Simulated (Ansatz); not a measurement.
Reaction (isomerisation): `F[SiH2]C1C=NC1` → `NC1(F)C=C[SiH2]1`

Isolated molecules relaxed with PBE0-D4/def2-TZVP in Ansatz; ΔE leaves out vibrations. CBS: MP2 limit from def2 TZ/QZ plus the TZ coupled-cluster correction, frozen cores. DFT in def2-TZVPP. B3LYP here is the variant with VWN-RPA as its local correlation; programs differ in this. Each species was taken in one conformer, which may not be the lowest.

`F[SiH2]C1C=NC1`:

Cartesian coordinates in Å:
```
F 2.102 1.505 1.050
Si 1.314 0.900 -0.208
C -0.376 0.320 0.320
C -0.455 -0.955 1.099
N -1.003 -1.719 0.230
C -1.088 -0.593 -0.725
H 2.095 -0.246 -0.733
H 1.199 1.970 -1.230
H -0.970 1.153 0.707
H -0.141 -1.235 2.103
H -2.117 -0.309 -0.950
H -0.560 -0.791 -1.663
```

`NC1(F)C=C[SiH2]1`:

Cartesian coordinates in Å:
```
N -1.302 -0.949 -0.734
C -0.380 0.094 -0.547
F -0.489 1.079 -1.560
C 1.059 -0.362 -0.448
C 1.520 -0.011 0.761
Si -0.085 0.799 1.220
H -1.178 -1.421 -1.623
H -2.261 -0.642 -0.648
H 1.583 -0.884 -1.250
H 2.505 -0.217 1.157
H -0.091 2.282 1.331
H -0.881 0.231 2.342
```

```json
{"level": "r2SCAN-D4", "ΔE (kJ/mol)": "137.5", "difference from CCSD(T)/CBS": "-11.5"}
{"level": "PBE0-D4", "ΔE (kJ/mol)": "134.5", "difference from CCSD(T)/CBS": "-14.5"}
{"level": "B3LYP-D4", "ΔE (kJ/mol)": "139.0", "difference from CCSD(T)/CBS": "-10.0"}
{"level": "ωB97M-V", "ΔE (kJ/mol)": "139.7", "difference from CCSD(T)/CBS": "-9.3"}
{"level": "B2PLYP", "ΔE (kJ/mol)": "147.6", "difference from CCSD(T)/CBS": "-1.4"}
{"level": "r2SCAN", "ΔE (kJ/mol)": "137.7", "difference from CCSD(T)/CBS": "-11.3"}
{"level": "HF/def2-TZVPP", "ΔE (kJ/mol)": "156.8", "difference from CCSD(T)/CBS": "7.8"}
{"level": "CCSD/def2-TZVPP", "ΔE (kJ/mol)": "153.8", "difference from CCSD(T)/CBS": "4.8"}
{"level": "MP2/def2-QZVPP", "ΔE (kJ/mol)": "158.0", "difference from CCSD(T)/CBS": "9.0"}
{"level": "SCS-MP2/def2-QZVPP", "ΔE (kJ/mol)": "161.3", "difference from CCSD(T)/CBS": "12.3"}
{"level": "CCSD(T)/CBS", "ΔE (kJ/mol)": "149.0", "difference from CCSD(T)/CBS": "0"}
```

Largest T1 diagnostic among the species: 0.012.

From PBE to PBE0 (25 % exact exchange), in def2-TZVPP and without D4, ΔE moves by +5.2 kJ/mol.
